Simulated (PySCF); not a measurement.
Ionising GeH

PBE; basis Ge cc-pVDZ-PP with ECP10, H cc-pVDZ; scalar-relativistic core potentials; PySCF 2.14. Neutral (UKS): doublet (π ↑), Re = 1.631 Å, ωe = 1796 cm⁻¹, De = 2.85 eV, HOMO -4.18 eV, LUMO -4.00 eV.

GeH⁺ (UKS): singlet (closed shell), Re = 1.617 Å, ωe = 1910 cm⁻¹, De = 3.00 eV to Ge⁺ + H. The energies at the minima are -295.11806 hartree for GeH and -294.83570 for GeH⁺.

Question: Work out the adiabatic ionisation energy, without and with harmonic zero-point energies (1 hartree = 27.2114 eV, 1 eV = 8065.5 cm⁻¹), and the change of the bond length.

Answer: At PBE: 0.28236 hartree = 7.683 eV between the minima; the zero-point term (1910.0 − 1796.0)/2 cm⁻¹ = +0.007 eV makes it 7.690 eV. Re changes by -1.4 pm against the neutral. The electron leaves a π orbital, which is non-bonding in a hydride.

For an ion De counts to the pair picked by the measured ionisation energies or electron affinities, which need not be the lowest pair at this level. States were picked by a PBE0 search and need not be the measured ground states.
